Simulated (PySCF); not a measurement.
C6H7F3.
Bonds: C1–C2, C2–C3, C2–C4, C4–C5 (triple), C5–C6, C6–F7, C6–F8, C6–F9. Hydrogens: H10, H11, H12 on C1; H13 on C2; H14, H15, H16 on C3.

The computed photoelectron lines, unassigned: C 1s: 290.79 (area 1), 291.07 (area 2), 291.25 (area 1), 291.97 (area 1), 298.76 (area 1) eV; F 1s: 693.81 eV.

Theory: delta-SCF UKS SCAN, pcX-2 on the ionised atom, pcseg-1 elsewhere, spin-free X2C (PySCF). Geometry: PBE0-D3(BJ)/def2-SVP; no solvent, vibrations or thermal averaging.

(1) Which carbon gives which C 1s line?

## Answers

(1) 290.79 eV: C5 (alkyne carbon); 291.07 eV: C1/C3 (methyl carbon); 291.25 eV: C4 (alkyne carbon); 291.97 eV: C2 (propargylic carbon); 298.76 eV: C6 (CF3 carbon). Lowest listed C 1s: C5, bonded to C (triple bond) and C. Highest, 7.97 eV above it: C6, bonded to 3 F and C. Summing the Pauling electronegativity differences to the bonded atoms, each weighted by its formal bond order, gives 0.00 for the lowest site and +4.29 for the highest; no listed site has a larger sum than the highest. The smallest sum, -1.05, belongs to C1/C3, 0.28 eV above the lowest.

Bonded neighbours of each site: C1/C3: C and 3 H; C2: 3 C and H; C4: C (triple bond) and C; C5: C (triple bond) and C; C6: 3 F and C; F7/F8/F9: C.

Question: Express the binding energy of C 1s of C5 in atomic units and per mole.

Answer: 290.79 eV = 10.6863 Eh = 28057 kJ/mol.

One atom of each set of topologically equivalent atoms was ionised and stands for the set; in this conformer not all members are related by symmetry, and their own values weren't computed. Spin contamination (⟨S²⟩ against 0.75 for a pure doublet) is marked for C 1s of C4 (0.87), which makes this value less certain.

On one thread of an Arm Neoverse V2, shared host with 96 logical CPUs at a one-minute load of 81, this took 77 s and 0.77 GiB of memory at its peak.
